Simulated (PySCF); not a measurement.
All values below come from PBE0-D3(BJ)/def2-TZVP (PySCF). Isolated molecules, 0 K electronic values unless said otherwise. One relaxed conformer stands for a flexible species; it need not be the lowest. Delta-SCF ions had no search for a lower state. Excitations are Tamm–Dancoff values on a coarser integration grid. The basis has no diffuse functions, so Rydberg states are missing or too high.

Reference species (SMILES): `C=C(O)C[SiH3]` (C–C–O–H torsion 0°, O–C–C–Si torsion -69°) (neutral, multiplicity 1).

```json
{
  "S1 oscillator strength": "0.001",
  "S1 excitation (TDA)": "5.98 eV",
  "vertical ionisation energy (Delta-SCF)": "8.64 eV"
}
```

Changed species: `C/C(O)=C\[SiH3]` (C–C–O–H torsion 180°).

Problem. Predict the effect on the S1 oscillator strength, S1 excitation (TDA) and vertical ionisation energy (Delta-SCF).

Solution. the S1 oscillator strength is nearly the same; the S1 excitation (TDA) rises by 0.03 eV, to 6.01 eV; the vertical ionisation energy (Delta-SCF) rises by 0.04 eV, to 8.68 eV.
